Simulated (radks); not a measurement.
Values are calculated unless marked as measured or tabulated.
Question: Nd, 60 electrons, occupied as [Xe] 4f4 6s2. Code: a radial shooting solver on a logarithmic mesh with Libxc functionals. Model: scalar-relativistic Kohn-Sham, PBE, spin-unpolarised, spherical densities, finite nucleus; Fermi nuclear charge, rms radius 4.9123 fm; hard spherical wall at 15 bohr. Some entries of the table are withheld. Estimate them.

| orbital | occ. | eigenvalue (eV) | <r^2> (bohr^2) | r(max) (bohr) |
|---|---|---|---|---|
| 1s | 2 | -43397.83 | 0.0007600 | (1) |
| 2s | 2 | -7019.497 | 0.01203 | 0.08550 |
| 2p | 6 | -6275.385 | 0.009624 | 0.06892 |
| 3s | 2 | -1522.914 | 0.08103 | 0.2437 |
| 3p | 6 | -1288.195 | 0.08107 | 0.2387 |
| 3d | 10 | -962.4892 | 0.06879 | 0.1961 |
| 4s | 2 | -302.8453 | (2) | (3) |
| 4p | 6 | -225.9698 | 0.4703 | 0.5899 |
| 4d | 10 | -116.6732 | 0.5802 | 0.6185 |
| 5s | 2 | -40.4548 | 2.441 | 1.320 |
| 5p | 6 | -22.0865 | 3.399 | (4) |
| 6s | 2 | -3.4989 | 22.27 | 3.796 |
| 5d | 0 | -1.9145 | 13.66 | 2.231 |
| 4f | 4 | -1.7493 | (5) | (6) |
| 6p | 0 | -1.2128 | 40.08 | 5.031 |
| 7s | 0 | 0.3991 | 85.87 | 9.343 |

Answer: 
(1) 1s r(max) (bohr): 0.01510
(2) 4s <r^2> (bohr^2): 0.4161
(3) 4s r(max) (bohr): 0.5651
(4) 5p r(max) (bohr): 1.498
(5) 4f <r^2> (bohr^2): 1.847
(6) 4f r(max) (bohr): 0.6625
